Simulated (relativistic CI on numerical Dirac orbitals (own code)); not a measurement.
# Quantum defects of the ns series of Ag

Problem. The ns 2S levels with J = 1/2 of Ag lie at 5s: 0.0, 6s: 42556.2 cm⁻¹ (NIST Handbook of Basic Atomic Spectroscopic Data (Sansonetti and Martin, J. Phys. Chem. Ref. Data 34, 1559 (2005))), and the ionisation limit at 61106.4 cm⁻¹ (NIST ASD). Find the quantum defects and predict 7s.

Working.
1. The outer electron sees the charge z = 1; R = 109736.75 cm⁻¹ for this mass. The binding energy T = limit − E defines n* = z√(R/T).
2. Values: 5s: T = 61106.4, n* = 1.3401, δ = n − n* = 3.6599; 6s: T = 18550.2, n* = 2.4322, δ = n − n* = 3.5678.
3. With δ held at 3.5678: E(7s) = limit − Rz²/(7 − δ)² = 51791.0 cm⁻¹.
4. The Ritz form δ = δ₀ + a/n*² through the last two members has a = 0.2376 and δ₀ = 3.5276, so with n* ≈ 7 − 3.5678, δ(7) = 3.5478 and E = 51898.5 cm⁻¹.

Check. The measured level is 51887.0 cm⁻¹ (δ = 3.5500), so the two predictions miss by -96.0 and 11.5 cm⁻¹. A relativistic CI calculation tied to the same limit puts it at 51655 cm⁻¹. The defect is large because this electron penetrates the core.
